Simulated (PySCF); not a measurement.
A TDDFT job was run through a driver script with this input:

```
{"job": {"kind": "uv", "xc": "CAM-B3LYP", "basis": "def2-SVPD", "nstates": 8, "ntriplets": 3}, "charge": 0, "multiplicity": 1}
F     -1.609267    -0.310329    -0.801735
C     -0.769370    -0.041716     0.192254
F     -1.121037     1.120970     0.730045
F     -0.904952    -0.986078     1.116638
C      0.691063     0.014423    -0.314706
F      0.814715     0.954602    -1.250842
F      1.031028    -1.152623    -0.860703
Br     1.876877     0.410163     1.164484
```

Its output, with some lines taken out ([cut]):

```
coarse grid: 44192 points
cycle   1  E = -3148.5522595977  dE =  4.874e-01  |g| = 1.242e+00  |ddm| = 3.326e+00
cycle   2  E = -3148.3051047079  dE =  2.472e-01  |g| = 1.810e+00  |ddm| = 2.451e+00
cycle   3  E = -3148.8492811000  dE = -5.442e-01  |g| = 7.569e-02  |ddm| = 1.399e+00
cycle   4  E = -3148.8500695849  dE = -7.885e-04  |g| = 3.465e-02  |ddm| = 1.174e-01
cycle   5  E = -3148.8502512351  dE = -1.817e-04  |g| = 9.886e-03  |ddm| = 4.225e-02
cycle   6  E = -3148.8502680102  dE = -1.678e-05  |g| = 2.827e-03  |ddm| = 1.028e-02
cycle   7  E = -3148.8502698708  dE = -1.861e-06  |g| = 5.931e-04  |ddm| = 4.776e-03
final grid: 93512 points
cycle   8  E = -3148.8502896840  dE = -1.223e-07  |g| = 5.180e-04  |ddm| = 2.522e-03
cycle   9  E = -3148.8502896785  dE =  5.504e-09  |g| = 6.093e-04  |ddm| = 8.827e-04
cycle  10  E = -3148.8502897370  dE = -5.850e-08  |g| = 5.803e-05  |ddm| = 4.502e-04
cycle  11  E = -3148.8502897378  dE = -8.322e-10  |g| = 1.691e-05  |ddm| = 1.040e-04
converged SCF energy = -3148.8502897378

Static polarisability (au): isotropic 50.869, principal 45.621 46.475 60.510

Singlet excitations
state   eV       nm        f      main configurations
[cut]
  2   6.1896    200.3   0.00061   H-1->L 0.97
  3   8.7205    142.2   0.16186   H-2->L 0.72, H-1->L+1 0.10
[cut]
  5   8.8805    139.6   0.11226   H-1->L+1 0.74, H-1->L+2 0.09
  6   9.3779    132.2   0.00012   H-1->L+5 0.53, H-1->L+3 0.40
  7   9.5475    129.9   0.06021   H->L+5 0.48, H->L+3 0.20
[cut]

Triplet excitations (Tamm-Dancoff, eV): 5.3914 5.4345 7.1616
```

The calculation used PySCF, TDDFT CAM-B3LYP/def2-SVPD, vertical, gas phase, core orbitals frozen in the response. Isolated species at its GFN2-xTB geometry, gas phase. Relativistic effects, spin–orbit coupling among them, are left out although an element past zinc is present.

Question: What stood in the cut lines?

Answer: 
```
  1   6.1609    201.2   0.00004   H->L 0.97
  4   8.8207    140.6   0.09967   H->L+1 0.85, H->L+2 0.10
  8   9.7122    127.7   0.00034   H->L+2 0.49, H->L+6 0.25, H->L+4 0.09
```

Question: What is the polarisability anisotropy, √(½[(α1 − α2)² + (α2 − α3)² + (α3 − α1)²])?

Answer: 14.48 au.

Question: What transition dipole goes with state 3?

Answer: |μ|² = 3f / (2ΔE) = 3 × 0.1619 / (2 × 0.3205) = 0.758 au, so |μ| = 2.21 D.

Question: Give the energy of state 3 in hartree, cm⁻¹ and kJ/mol.

Answer: 0.32047 hartree, 70336 cm⁻¹, 841.4 kJ/mol.

Question: Which species is it?

Answer: perfluoroethyl bromide, `FC(F)(F)C(F)(F)Br` (C2BrF5), point group Cs.

The SCF starts on a coarse grid; the energy jumps when the final grid takes over, and dE counts afresh there. H and L stand for HOMO and LUMO.

The values belong to the conformer `[F:1][C:2]([F:3])([F:4])[C:5]([F:6])([F:7])[Br:8]`: F1–C2–C5–F6 59°.
